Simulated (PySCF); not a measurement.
## Assigning NMR signals

Numbering as in the mapped SMILES `[CH3:1][CH2:2][c:3]1[cH:4][cH:5][c:6]([CH3:7])[p:8][c:9]1[CH3:10]`. Hydrogens are named by the atom that carries them.

PySCF calculation with GFN2-xTB structure and shieldings: GIAO PBE0/pcSseg-1; no solvent model, one averaged value for each set of equivalent atoms, one computed conformer, no relativistic terms.

Scale: TMS for ¹³C (σref 186.93), ¹H (σref 31.72) (reference shieldings calculated alike).

Question: Assign these signals to the numbered atoms. ¹³C{¹H} NMR (computed): δ 178.8 (C), 175.0 (C), 150.8 (C), 138.7 (CH), 137.4 (CH), 32.7 (CH2), 26.5 (CH3), 25.2 (CH3), 19.3 (CH3).

Answer: 
| δ (ppm) | atoms | environment | reason |
| --- | --- | --- | --- |
| 178.8 | C6 | substituted aromatic carbon | – |
| 175.0 | C9 | substituted aromatic carbon | – |
| 150.8 | C3 | substituted aromatic carbon | – |
| 138.7 | C5 | aromatic CH | the aromatic region |
| 137.4 | C4 | aromatic CH | – |
| 32.7 | C2 | sp3 CH2 on an aromatic ring | a saturated carbon with 2 carbon neighbours and no heteroatom attached |
| 26.5 | C7 | methyl carbon on an aromatic ring | saturated and bonded to C and H only |
| 25.2 | C10 | methyl carbon on an aromatic ring | – |
| 19.3 | C1 | methyl carbon | a saturated carbon with 1 carbon neighbour and no heteroatom attached |

C5 and C4; C7 and C10 lie closer than the usual error of such a calculation, so a measured spectrum could show them in the other order.

Question: Assign these signals to the numbered atoms. ¹H NMR (400 MHz, computed): δ 7.93 (m, 1H), 7.55 (m, 1H), 2.81 (m, 3H), 2.79 (m, 3H), 2.79 (q, 2H), 1.22 (t, 3H).

Answer: 
7.93 → H(C5), hydrogen on an aromatic CH: it sits in the deshielding region of the aromatic ring current
7.55 → H(C4), hydrogen on an aromatic CH
2.81 → H(C10), hydrogen on a methyl carbon on an aromatic ring: benzylic-type position, deshielded by the ring
2.79 → H(C7), hydrogen on a methyl carbon on an aromatic ring
2.79 → H(C2), hydrogen on an sp3 CH2 on an aromatic ring: benzylic-type position, deshielded by the ring
1.22 → H(C1), hydrogen on a methyl carbon

H(C10) and H(C7); H(C7) and H(C2) lie closer than the usual error of such a calculation, so a measured spectrum could show them in the other order.

Splittings by ³¹P in the carbon and heteronuclear signals aren't shown, as no couplings were computed. Shifts are as computed. Against solution values, carbons near 30 ppm lie about +3 ppm off and those near 130 ppm about +5 ppm. Of 1211 compounds with measured shifts, 218 miss one by over three times the rms of a fit or turn the order of signals round; such compounds aren't used in these exercises. Multiplicities follow the n + 1 count of equivalent neighbours, as no J values were calculated; m marks all less simple cases, F and P coupling included.
